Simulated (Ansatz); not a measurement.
System: BHSF, charge 0, doublet. BHSF (SMILES S[B]F, doublet).
B3LYP-D3(BJ)/def2-TZVP minimum from Ansatz (a program for electronic structure):
```
B
F 1 1.3109
S 1 1.7999 2 122.27
H 3 1.3423 1 95.10 2 180.00
```
Charge 0, spin multiplicity 2.

Total energies in cc-pV(D+d)Z, 17 correlated electrons, 7 frozen orbitals. UHF or UKS for unpaired electrons; spin-orbit terms are left out. Correlated methods leave the cores frozen. No relativity.

| method | program | energy (Eh) | minus CCSDT(Q) (mEh) |
|---|---|---|---|
| HF | Ansatz | -522.26877 | 419.17 |
| MP2 | Ansatz | -522.65045 | 37.48 |
| CCSD | Ansatz | -522.67538 | 12.56 |
| CCSD(T) | Ansatz | -522.68602 | 1.92 |
| CCSDT(Q) | Ansatz | -522.68794 | 0.00 |

Rough core times of Ansatz's runs on a shared machine: CCSD(T) under 20 s, CCSDT(Q) 3 min.
